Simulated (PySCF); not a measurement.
Species: C2H5BF3PSi.
Geometry (PBE0-D3(BJ)/def2-SVP, Å), atoms numbered from 1 in this order:
```
atom  x, y, z in Å
B1     3.0333   -0.2286    0.3443
P2     1.4137    0.5135    0.8564
Si3   -0.0758   -0.1337   -0.6880
C4    -1.7958    0.4023   -0.1644
F5    -2.0743    1.7152   -0.2716
C6    -2.7545   -0.3905    0.3265
F7    -2.6017   -1.6804    0.4891
F8    -3.9387    0.0069    0.6977
H9     3.0495   -1.3864    0.0027
H10    4.0568    0.3923    0.4854
H11    1.5254    1.9169    0.6774
H12   -0.0133   -1.6190   -0.7427
H13    0.1821    0.4736   -2.0250
```

Linear response at CAM-B3LYP/def2-SVPD (PySCF, frozen core in the response, non-relativistic). One conformer (not necessarily the lowest) at the PBE0-D3(BJ)/def2-SVP geometry, without solvent, vibrations or thermal averaging.

Static isotropic polarisability: 98.73 au (14.63 Å³), principal values 79.5, 87.0, 129.7 au.

Problem. What is the polarisability at 1064 nm and at the sodium D line?

Solution. 100.03 au at 1064 nm (+1.3 %), 103.25 au at 589.3 nm (+4.6 %). The rise at 589.3 nm is 3.47 times that at 1064 nm; a pure ω² law gives 3.26. The lowest singlet lies at 257 nm, shorter than both wavelengths.

Problem. What is the isotropic C6 coefficient between two such molecules, C6 = (3/π)∫α(iω)² dω?

Solution. 3386 au (Eh·bohr⁶) by a ten-point quadrature over imaginary frequencies, which is 2020 eV·Å⁶ or 195 J·nm⁶/mol.

Problem. Which effective excitation energy ω̄ makes London's formula C6 = (3/4)α²ω̄ exact here?

Solution. ω̄ = 4·C6/(3α²) = 0.463 Eh = 12.6 eV. A one-pole form α(ω) = α/(1 − ω²/ω̄²) fitted to the 1064 nm value gives 10.2 eV. London's choice of the ionisation energy (9.56 eV, ΔSCF at the same level) gives C6 = 2570 au, 24 % too low.

Problem. What three-body coefficient follows from the one-pole estimate C9 = (3/4)·α·C6?

Solution. 251000 au. This is an estimate from the two numbers above, not a computed integral.

Problem. What n − 1 at the D line would an ideal gas of it have at 273.15 K and 1 atm (2.6868 × 10¹⁹ cm⁻³), by n − 1 = 2π·N·α′?

Solution. 25.83 × 10⁻⁴, a formal value whether or not that pressure can be reached.

Problem. How anisotropic is the static polarisability, by Δα² = ½[(α1 − α2)² + (α2 − α3)² + (α3 − α1)²]?

Solution. Δα = 46.9 au, or 0.48 of the isotropic value.
